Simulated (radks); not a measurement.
Results of a calculation; reference values are marked as such.
Effect of the nuclear size on the rubidium ion Rb2+, [Ar] 3d10 4s2 4p5. Level of theory: Dirac Kohn-Sham, exchange-only LDA, spin-unpolarised, spherical densities, finite nucleus; open shells are shared between the two j in proportion to 2j + 1; Fermi nuclear charge, rms radius 4.2036 fm (a radial shooting solver on a logarithmic mesh with Libxc functionals). The rms radius is varied about that value; shifts are against it.

| rms radius (fm) | total energy shift (eV) | density at nucleus (e/bohr^3) | 1s1/2 shift (meV) | 2s1/2 shift (meV) | 3p1/2 shift (meV) | 4s1/2 shift (meV) |
|---|---|---|---|---|---|---|
| 3.7244 | -0.155 | 5.524e+04 | -65.6 | -6.70 | 0.103 | -0.140 |
| 3.9304 | -0.0902 | 5.499e+04 | -38.3 | -3.91 | 0.060 | -0.082 |
| 4.2036 | 0 | 5.468e+04 | 0.000 | 0.000 | 0.000 | 0.000 |
| 4.5441 | 0.120 | 5.433e+04 | 51.0 | 5.21 | -0.080 | 0.109 |
| 4.8131 | 0.221 | 5.407e+04 | 93.8 | 9.59 | -0.147 | 0.200 |

Slopes of the eigenvalues against <r^2> in GHz/fm^2, as finite differences over the two radii next to the reference (eigenvalue slopes, not the field-shift constants of lines): 1s1/2 4150, 2s1/2 424, 3p1/2 -6.50, 4s1/2 8.85.
